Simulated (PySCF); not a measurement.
## HMoN, singlet: structure and spectrum

These are results of PBE0 in PySCF with Mo def2-TZVP with ECP28, N def2-TZVP, H def2-TZVP; scalar-relativistic core potentials, no spin–orbit coupling; density-fitted integrals, not measurements.

The structure is a minimum.

```xyz
3
charge 0 multiplicity 1, angstrom
Mo    0.1383    0.0000   -0.1395
N    -1.0752    0.0000    0.9107
H     1.4976    0.0000    0.9022
```

```
Point group                                                                   : Cs
Bond lengths                                                                  : Mo–H 1.713 Å, Mo–N 1.605 Å
Bond angles                                                                   : H–Mo–N 101.7°
Principal polarisabilities                                                    : 38.4, 42.8, 51.1 bohr³
Enthalpy at 298.15 K above 0 K                                                : 10.38 kJ/mol
Entropy at 298.15 K and 1 bar                                                 : 251.8 J/(mol K)
Lowest empty level                                                            : -2.78 eV
Rotational symmetry number                                                    : 1
Zero-point energy                                                             : 21.7 kJ/mol
Dipole moment                                                                 : 4.93 D
Principal quadrupole moments (Buckingham, traceless) about the centre of mass : -5.87, 0.47, 5.39 D Å
Atomisation energy without zero-point energy                                  : 638 kJ/mol
Heat capacity Cp at 298.15 K                                                  : 38.5 J/(mol K)
Rotational constants                                                          : 6.062, 0.5288, 0.4863 cm⁻¹
Highest occupied level                                                        : -5.16 eV
```

Harmonic modes (masses in u: Mo 97.905, N 14.003, H 1.008):
```tsv
symmetry	ω (cm⁻¹)	IR (km/mol)	μ (u)
a'	601	81.5	1.11
a'	1195	89.4	15.46
a'	1840	209	1.02
```

Charges (e):
```tsv
atom	Mulliken	Löwdin	polar tensor	Mayer order to Mo1
Mo1	0.61	0.32	0.99	–
N2	-0.49	-0.24	-0.65	2.96
H3	-0.11	-0.07	-0.34	0.95
```

Mulliken populations on Mo1 (electrons outside its core potential): s 2.31, p 6.15, d 4.91, f 0.03.

Outer orbital energies (eV). occupied: -19.02, -8.81, -8.74, -8.47, -7.68, -5.16; empty: -2.78, -1.75, -1.17, -0.14.

Other isomers or separated fragments may lie lower. At this level a triplet minimum of Cs symmetry lies 94 kJ/mol below this structure. At the minimum of this search the closed-shell solution is unstable towards spin polarisation, so a lower open-shell solution exists.

The final relaxation and frequency run took 15 s on 2 threads of a shared Intel Xeon 6975P-C (Granite Rapids) host, with 77 basis functions and 13 gradients; the process peaked at 0.76 GiB.
